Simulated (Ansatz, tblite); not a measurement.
Forces on the cluster Ge2H4 at its r2SCAN-D4/def2-TZVP geometry. Charge 0, multiplicity 1.

The xTB rows come from tblite. Another isomer (singlet) lies 0.38 eV lower at PBE0-D4/def2-TZVP; other spin states weren't run for this one.

GFN1-xTB (tblite), largest force 1.27 eV/Å:

```xyz
6
positions Å, forces eV/Å
Ge   -1.175   -0.399    0.805    1.086    0.409   -0.512
Ge    0.470   -0.023   -1.401   -0.224    0.108    1.241
H    -0.072    0.260    1.730   -0.484   -0.290   -0.406
H     1.564    0.634   -0.466   -0.480   -0.288   -0.410
H     0.043   -1.194   -0.172   -0.162    0.499   -0.035
H    -0.831    0.722   -0.496    0.265   -0.437    0.123
```

GFN2-xTB (tblite), largest force 0.80 eV/Å:

```
Ge -0.663 -0.240 0.367
Ge 0.185 -0.047 -0.774
H 0.193 0.088 -0.003
H 0.041 0.053 0.203
H 0.254 -0.217 0.153
H -0.011 0.363 0.054
```

PBE-D4/def2-TZVP (Ansatz), largest force 0.42 eV/Å:

```
Ge -0.366 -0.143 0.140
Ge 0.044 -0.050 -0.414
H 0.175 0.103 0.139
H 0.168 0.102 0.152
H 0.051 -0.140 0.014
H -0.071 0.128 -0.031
```
